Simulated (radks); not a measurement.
Values are calculated unless marked as measured or tabulated.
P2+, 13 electrons, occupied as [Ne] 3s2 3p1. Code: a radial shooting solver on a logarithmic mesh with Libxc functionals. Model: non-relativistic Kohn-Sham, LDA (Slater exchange, Perdew-Wang correlation), spin-polarised, spherical densities, point nucleus; open shells are filled with parallel spins first; hard spherical wall at 12 bohr.

Unscreened Slater integrals over Kohn-Sham orbitals (hartree). They are taken over the spin-up orbitals. Empty in this configuration: 3d.

integral,value
"F0(3p,3p)",0.46089
"F2(3p,3p)",0.23528
"F0(3p,3s)",0.48628
"G1(3p,3s)",0.32392
"F0(3p,2p)",0.62519
"F2(3p,2p)",0.10731
"G0(3p,2p)",0.044550
"G2(3p,2p)",0.043892
"F0(3p,2s)",0.61823
"G1(3p,2s)",0.034319
"F0(3p,3d)",0.39514
"F2(3p,3d)",0.19119
"G1(3p,3d)",0.24000
"G3(3p,3d)",0.14442
"F0(3s,3s)",0.51675
"F0(3s,2p)",0.68543
"G1(3s,2p)",0.052471
"F0(3s,2s)",0.67972
"G0(3s,2s)",0.041857
"F0(3s,3d)",0.41128
"G2(3s,3d)",0.17538
"F0(2p,2p)",1.8924
"F2(2p,2p)",0.87126
"F0(2p,2s)",1.7961
"G1(2p,2s)",1.0655
"F0(2p,3d)",0.47340
"F2(2p,3d)",0.056039
"G1(2p,3d)",0.029461
"G3(2p,3d)",0.016464
"F0(2s,2s)",1.7329
"F0(2s,3d)",0.47322
"G2(2s,3d)",0.023139
"F0(3d,3d)",0.35133
"F2(3d,3d)",0.17346
"F4(3d,3d)",0.11043

Derived for the open shells (J is the average intra-shell exchange parameter used in DFT+U). 3p: J = F2/5 = 0.04706 hartree.
